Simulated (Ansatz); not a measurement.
`C=C[Te][SiH3]` + `C[O][Ga]([OH])[Cl]` → `C=C[Te][SiH2]C` + `[OH][Ga]([OH])[Cl]`  (redistribution)

Gas-phase electronic energies from Ansatz, PBE0-D4/def2-TZVP geometries. CBS: MP2 limit from def2 TZ/QZ plus the TZ coupled-cluster correction, frozen cores. Functionals use def2-TZVPP. B3LYP here is the variant with VWN-RPA as its local correlation; programs differ in this. Elements past krypton have def2 core potentials. For Ga, Te outer-core shells are correlated without core-valence functions, which leaves a few kJ/mol of doubt a bond. Scalar relativity is left out up to krypton. One conformer a species, not always the lowest.

Task: Is it downhill or uphill in electronic energy at CCSD(T)/CBS, and by how much? (Estimate.)

Result: Computed: Downhill: ΔE = -25.9 kcal/mol.

Task: What do these levels give: B3LYP-D4, r2SCAN, B3LYP, SCS-MP2/def2-TZVPP, SCS-MP2/def2-QZVPP, CCSD/CBS(def2)? (Estimate.)

Result: Ansatz gave: B3LYP-D4 -23.7, r2SCAN -25.3, B3LYP -23.2, SCS-MP2/def2-TZVPP -25.0, SCS-MP2/def2-QZVPP -25.6, CCSD/CBS(def2) -25.7 kcal/mol.

Largest T1 diagnostic among the species: 0.013.

In def2-TZVPP, CCSD(T) changes the Hartree–Fock value by −3.2 kcal/mol (the triples alone add −0.3 kcal/mol) and MP2 by −5.4 kcal/mol.
